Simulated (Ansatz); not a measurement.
Species: ZnH$_{2}$, net charge 0, triplet state. The spin state was set by rule; other spins were not relaxed. SMILES of the parent species: [ZnH2]
Coordinates optimised at B3LYP-D3(BJ)/def2-TZVP (Ansatz, an electronic-structure program):
```xyz
3

Zn     0.0806     0.0154     0.0405
H     -1.0527    -1.1408    -0.5737
H     -1.3662     0.6779    -0.6424
```
Charge 0, spin multiplicity 3.

Wanted: atomisation energy (electronic, to ground-state atoms), in kJ/mol. Cores are frozen in the correlated levels unless marked. UHF or UKS for open shells. Spin-orbit coupling is left out. The frozen core is the preceding noble-gas configuration, with the filled d and f shells of earlier blocks. Non-relativistic. The coupled-cluster limit lacks core correlation, which all-electron functionals hold. CBS(X,Y): correlation extrapolated as X^-3; Hartree-Fock from the larger set.

```json
[
 {"level": "HF/def2-SVPD", "program": "Ansatz", "atomisation energy (kJ/mol)": "78.7"},
 {"level": "BLYP-D3(BJ)/def2-TZVPD", "program": "Ansatz + dftd3", "atomisation energy (kJ/mol)": "127.0"}
]
```

**Question.** Estimate the value at CCSD(T)/CBS(def2-TZVPPD,def2-QZVPPD) as computed with Ansatz.

**Answer.** 125.7 kJ/mol, so BLYP-D3(BJ)/def2-TZVPD differs from it by 1.3 kJ/mol.
